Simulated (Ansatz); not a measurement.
`BN(C=N)CF`, relaxed with RKS PBE-D4/def2-SVP in Ansatz from a rough embedded geometry. The force threshold is 0.03 eV/Å; the program also tests the step.

Total charge 0; spin multiplicity 1.

Start:

```xyz
12

B     1.086   -0.983   -1.041
N     0.221   -0.111   -0.151
C     0.760    0.201    1.119
N     0.074    0.932    2.061
C    -1.103    0.342   -0.597
F    -2.099   -0.379    0.092
H     0.614   -1.329   -2.105
H     2.086   -1.374   -0.721
H     1.764   -0.070    1.428
H    -0.909    1.163    1.929
H    -1.252    0.173   -1.657
H    -1.243    1.434   -0.357
```

**Question.** By how much does the energy fall, and how many steps does the optimiser take? (An estimate is asked.)

**Answer.** The calculation gave: 82.86 kJ/mol, in 6 steps.

**Question.** Which bonds change most? (Estimate.)

**Answer.** The calculation gave: C3–N4 from 1.376 to 1.274 Å; B1–N2 from 1.516 to 1.420 Å; B1–H8 from 1.120 to 1.212 Å; C5–F6 from 1.409 to 1.385 Å.

**Question.** Give the relaxed structure. (Best estimate.)

**Answer.** Ansatz gave: 
```xyz
12

B     1.016   -0.971   -1.008
N     0.233   -0.141   -0.163
C     0.697    0.252    1.129
N     0.058    0.857    2.050
C    -1.071    0.342   -0.557
F    -2.075   -0.272    0.173
H     0.566   -1.290   -2.088
H     2.110   -1.321   -0.621
H     1.758   -0.031    1.284
H    -0.934    1.011    1.801
H    -1.219    0.126   -1.633
H    -1.138    1.438   -0.366
```
